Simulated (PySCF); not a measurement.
H₈Ge₃, charge +1, doublet, geometry from GFN2-xTB (a state made from the parent by changing its charge; the spin is typed, not shown lowest). Base run: R2SCAN/3-21G (PySCF).

Here is a job for PySCF.
```python
from pyscf import gto, scf, dft

mol = gto.Mole()
mol.atom = '''
    Ge    1.785287    0.890571   -0.009609
    Ge    0.205232   -1.065078   -0.098941
    Ge   -1.986377    0.153011    0.106553
    H     3.141429    0.250813   -0.127214
    H     1.459561    1.790255   -1.168404
    H     1.576405    1.582741    1.307814
    H     0.438536   -2.083963    1.006909
    H     0.326116   -1.884307   -1.375543
    H    -2.092507    1.095638   -1.059005
    H    -1.975663    0.888124    1.417213
    H    -3.006428   -0.951417    0.062132
'''
mol.basis = '3-21g'
mol.charge = 1
mol.spin = 1
mol.verbose = 4
mol.build()

mf = dft.UKS(mol)
mf.xc = 'r2scan'
mf.kernel()
```

Each row names what was changed in the base input (with any setting that the change needs).

| change | ΔE vs base (mEh) | fitting functions |
|---|---|---|
| base | 0.000 | - |
| auxbasis = default (with mf = mf.density_fit()) | -1.161 | 942 |
| auxbasis = cc-pvtz-ri | -27754.3 | 738 |
| auxbasis = cc-pvdz-jkfit | -1.356 | 697 |
| auxbasis = cc-pvtz-jkfit | -1.301 | 861 |
| auxbasis = even-tempered beta=2.0 | -3.258 | 712 |
| auxbasis = def2-universal-jkfit | -1.161 | 942 |
| auxbasis = def2-svp-ri | -28652.4 | 493 |
| auxbasis = even-tempered beta=3.0 | -19.707 | 452 |
| auxbasis = cc-pvqz-jkfit | -1.303 | 1062 |

A fitting set is made for a task (jfit for Coulomb, jkfit for Coulomb and exchange, ri for correlation) and for a family of orbital bases.

Open shells are given as the SCF converged; they aren't shown to be the lowest states, and a large step between rows can be another state.
